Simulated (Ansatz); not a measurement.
C$_{2}$H$_{8}$BGaOSi (`B/C=C\O[SiH2][GaH2]`), 14 atoms. The species carries charge 0 and has multiplicity 1. Correlated methods include outer-core shells of Ga, which these sets cover unevenly. Scalar relativity is left out up to krypton. Hardware: A = 2 threads of an AMD EPYC 7R13 on a shared host and a share of an NVIDIA H100 80 GB; B = 2 threads of an AMD EPYC 7R13 on a shared host. Correlated methods freeze the cores. Open-shell runs search over several starts.

(1) Give the basis size and wall time and peak host memory of each of these runs in Ansatz. RKS PBE0-D4/def2-TZVPP energy [A]; UHF-CCSD(T)/def2-TZVPP energy of the cation [A]; UKS r2SCAN-D4/def2-TZVPP energy of the cation [A]; UKS B2PLYP (frozen core)/def2-TZVPP energy of the cation [A]; RHF-CCSD(T)/def2-TZVPP energy [A]; RKS PBE0-D4/def2-SVP energy [B]; RKS r2SCANh-D4/def2-TZVPP energy [A]; RKS ωB97M-V/def2-SVP energy [B]; UHF-MP2/def2-QZVPP energy of the cation [A]; UKS PBE0-D4/def2-TZVPP energy of the cation [A]; RKS BLYP-D4/def2-TZVPP energy [A]; RKS ωB97M-V/def2-QZVPP energy [A]. (Estimate.)

## Answers

(1) Ansatz gave: Other jobs shared the machine, so times are rough.

| level | job | functions | wall time | peak host memory (GiB) |
| --- | --- | --- | --- | --- |
| RKS BLYP-D4/def2-TZVPP | energy [A] | 326 | 2.6 s | 0.82 |
| RKS r2SCANh-D4/def2-TZVPP | energy [A] | 326 | 3.2 s | 0.86 |
| RKS PBE0-D4/def2-SVP | energy [B] | 146 | 3.3 s | 0.72 |
| RKS PBE0-D4/def2-TZVPP | energy [A] | 326 | 3.4 s | 0.84 |
| UKS B2PLYP (frozen core)/def2-TZVPP | energy of the cation [A] | 326 | 7 s | 1.4 |
| UKS PBE0-D4/def2-TZVPP | energy of the cation [A] | 326 | 7.5 s | 0.91 |
| RKS ωB97M-V/def2-QZVPP | energy [A] | 627 | 7.5 s | 1.3 |
| UKS r2SCAN-D4/def2-TZVPP | energy of the cation [A] | 326 | 9 s | 0.96 |
| RKS ωB97M-V/def2-SVP | energy [B] | 146 | 11 s | 0.72 |
| RHF-CCSD(T)/def2-TZVPP | energy [A] | 326 | 12 s | 1.3 |
| UHF-MP2/def2-QZVPP | energy of the cation [A] | 627 | 13 s | 1.3 |
| UHF-CCSD(T)/def2-TZVPP | energy of the cation [A] | 326 | 31 s | 1.4 |
